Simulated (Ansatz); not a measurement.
Harmonic frequencies (cm⁻¹) at PBE0-D4/def2-TZVP from Ansatz: 63, 104, 108, 130, 133, 227, 285, 391, 608, 727, 967, 981, 1112, 1175, 1201, 1337, 1466, 1475, 1476, 1485, 1500, 3002, 3069, 3073, 3095, 3158, 3175.

Each molecule was computed in one conformer, which needn't be the lowest.

Task: Which molecule is it?
A. `O/C(S)=[CH]\[GeH3]`
B. `C[N](C)[Ge][F]`
C. `C[O][Ge][S]C`
D. `CC(=S)[O][GeH3]`

Result: C.
